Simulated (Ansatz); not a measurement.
Two isomers of C2H6OSi: A = `OC1C[SiH2]1`, B = `C[SiH2]C=O`.

Calculated with Ansatz (gas phase, PBE0-D4/def2-TZVP geometries, no zero-point term in ΔE). CCSD(T)/CBS adds triple-zeta CCSD(T) − MP2 to the extrapolated MP2 energy (def2 sets, frozen cores). DFT in def2-TZVPP. B3LYP here is the variant with VWN-RPA as its local correlation; programs differ in this. Each species was taken in one conformer, which may not be the lowest.

Question: Which is lower in electronic energy at CCSD(T)/CBS, and by how much? (Estimate.)

Answer: The calculation gave: B, by 24.9 kcal/mol.

Question: Give E(B) − E(A) in kcal/mol with B2PLYP, HF/def2-TZVPP, CCSD(T)/def2-TZVPP, r2SCAN-D4, B3LYP-D4, B3LYP, PBE-D4. (Best estimate.)

Answer: The calculation gave: B2PLYP -27.4, HF/def2-TZVPP -33.1, CCSD(T)/def2-TZVPP -26.0, r2SCAN-D4 -24.2, B3LYP-D4 -27.8, B3LYP -28.0, PBE-D4 -23.3. None reverses the order clearly.

Question: Does the order hold for the free energy at 298.15 K (harmonic terms from PBE0-D4)? (Best estimate.)

Answer: Ansatz gave: Yes: G(B) − G(A) = -28.0 kcal/mol, for one conformer each.

Largest T1 diagnostic: 0.014.

From PBE to PBE0 (25 % exact exchange), in def2-TZVPP and without D4, E(B) − E(A) moves by +1.3 kcal/mol. At CCSD(T), def2-SVP lies −3.3 kcal/mol from the extrapolated value and def2-TZVPP −1.1 kcal/mol.
